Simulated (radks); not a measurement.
Q: The mean radii <r> (bohr) of the occupied orbitals of an atom or ion are listed with their occupations. Method: Dirac Kohn-Sham, PBE, spin-unpolarised, spherical densities, point nucleus; computed with a radial shooting solver on a logarithmic mesh with Libxc functionals.

orbital      occ.      <r>
1s1/2           2  0.02722
2s1/2           2   0.1167
2p1/2           2  0.09846
2p3/2           4   0.1041
3s1/2           2   0.3137
3p1/2           2   0.3040
3p3/2           4   0.3155
3d3/2           4   0.2865
3d5/2           6   0.2901
4s1/2           2   0.7396
4p1/2           2   0.7721
4p3/2           4   0.8001
4d3/2           4   0.9093
4d5/2           6   0.9203
5s1/2           2    1.830
5p1/2    0.666667    2.066
5p3/2     1.33333    2.136

Name the element and its charge. Open shells, if any, are shared by 2j + 1.

A: Z = 53, iodine, charge +3: I3+ in [Kr] 4d10 5s2 5p2. The 1s radius gives Z: for a bare nucleus <r> = (2 gamma + 1)/(2Z) with gamma = sqrt(1 - (Z/c)^2), 0.02683 bohr for Z = 53, and screening makes it slightly larger (0.02722 here). The occupations add up to 50, and the charge is Z minus that.
